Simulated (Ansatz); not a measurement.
`C[SiH2][GeH3]` from Hartree–Fock to CCSD(T)

```xyz
11

C     0.8200   -0.0324   -1.5476
Si    0.4759    0.7297    0.1309
Ge   -1.1344   -0.5371    1.3413
H     1.5592    0.5578   -2.0939
H    -0.0916   -0.0770   -2.1473
H     1.2062   -1.0482   -1.4403
H    -0.0343    2.1203   -0.0281
H     1.7289    0.7983    0.9337
H    -0.6437   -1.9806    1.5608
H    -2.4653   -0.6114    0.5695
H    -1.4208    0.0806    2.7209
```

Total charge 0; spin multiplicity 1. Correlated methods include outer-core shells of Ge, which these sets cover unevenly. Scalar relativity is left out up to krypton. Geometry: relaxed with PBE0-D4/def2-TZVP. Frozen core, restricted reference, the Gaussian-basis code of Ansatz.

```csv
basis,HF (Eh),MP2 corr.
def2-SVP,-2406.44204,-0.48940
def2-TZVPP,-2406.85403,-0.57765
def2-QZVPP,-2406.90725,-0.86222
```

(1) Estimate the CCSD correlation energy and the (T) correction in each basis where they were run (hartree).

Answers

(1) 
| basis | CCSD corr. | (T) |
| --- | --- | --- |
| def2-SVP | -0.53765 | -0.01459 |
| def2-TZVPP | -0.62612 | -0.02166 |
